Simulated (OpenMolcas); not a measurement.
**Mo3+: effect of the metal basis and ligand basis**

Mo3+ with 6 ligands (fluoride) in octahedral coordination (Oh) at 2 Å. A charge of +0.5 e stands 2.4 Å behind each ligand.

* Program: OpenMolcas
* Method: CASSCF
* Spin-orbit coupling: state interaction with AMFI integrals over the reference wave functions

Fixed: active space 3 electrons in 5 orbitals (4d), DKH2 Hamiltonian.

States (labels of O, the rotations of Oh). Energies in cm-1 above the lowest state or level, χT in cm3 K/mol; 10Dq and B are least-squares fits to the states below 45000 cm-1, weighted by degeneracy, with a free offset, and given where the rms deviation is under 5 % of |10Dq| (or 100 cm-1) and under 700 cm-1.

```tsv
Run	Metal basis	Ligand basis	Ground state	First state of that spin	10Dq	B (rms of fit)	First gap with spin-orbit (degeneracies)	χT at 300 K	First state of another spin	Cost
A	ANO-RCC-VDZP	ANO-RCC-VDZP	4A2	4T2 25959	25719	737 (92)	14561 (4, 4)	1.772	2E 14626	roughly 12 core-seconds
B	ANO-RCC-VTZP	ANO-RCC-VTZP	4A2	4T2 25015	24345	672 (308)	14694 (4, 4)	1.775	2E 14762	roughly 90 core-seconds
```

Against A, |10Dq| changes by -5.3 % in B.

Costs are those of the RASSCF and RASSI steps.

Without dynamic correlation the repulsion within the d shell is too large (B by tens of per cent), so at a given field states of lower spin stand too high. With metal d orbitals alone the field can be off either way by tens of per cent. Ligand-to-metal charge-transfer states are missing. With no ligand orbital active B as a rule stays too high, so bands that hang on it stand too high and its fall with covalency is understated. The least metal-like active orbital is 83 % on the metal (Löwdin) and no ligand orbital is active, so the numbers are rough (holds for A). The least metal-like active orbital is 74 % on the metal (Löwdin) and no ligand orbital is active, so the numbers are rough (holds for B). No measured value stands beside these numbers; the geometry was imposed, not optimised, and the real ion may take another.
